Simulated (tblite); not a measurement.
Species: C₇H₆FS (charge +1).
SMILES with atom numbers: `[CH2:1]=[C:2]([F:3])[c:4]1[cH:5][cH:6][s+:7][cH:8][cH:9]1` (hydrogens: H10, H11 on C1; H12 on C5; H13 on C6; H14 on C8; H15 on C9)

Structure used (GFN2-xTB), in Å, numbered top down from 1:
```xyz
15
C7H6FS angstrom
C      2.5351    0.7297    0.0137
C      1.6206   -0.1913   -0.3031
F      2.0386   -1.3214   -0.8934
C      0.1816   -0.1487   -0.0956
C     -0.4346    0.9609    0.5119
C     -1.7791    1.0532    0.7312
S     -2.9216   -0.1326    0.3168
C     -1.9445   -1.3311   -0.3812
C     -0.5886   -1.2503   -0.5194
H      3.5722    0.5425   -0.2102
H      2.2953    1.6621    0.4874
H      0.1810    1.7907    0.8260
H     -2.2019    1.9289    1.2023
H     -2.4842   -2.2019   -0.7253
H     -0.0744   -2.0828   -0.9830
```

Calculated harmonic vibrations of the isolated species, GFN2-xTB (tblite), most abundant isotopes, no scaling. This tight-binding method is rough: wavenumbers can miss measured ones by several per cent, in bad cases by 10 to 20. One conformer, not necessarily the lowest.

Question: How many normal modes are there?

Answer: 15 atoms, non-linear: 3N − 6 = 39.

Question: What is the point group of the computed structure, and how do the modes divide by symmetry?

Answer: Cs. The vibrations span 27 a′ + 12 a″.

Question: How many distinct wavenumbers does the calculation give?

Answer: 39: Cs has no degenerate species.

Question: How many fundamentals are allowed in the infrared by symmetry?

Answer: 39 of 39: in Cs every mode is allowed. All fundamentals are allowed in the Raman spectrum.

Question: What thermal excitation has the softest real mode at 298.15 K?

Answer: θ = hcν̃/k = 58 K for 40.0 cm⁻¹, so N1/N0 = 0.82 and ⟨v⟩ = 1/(exp(θ/T) − 1) = 4.7.
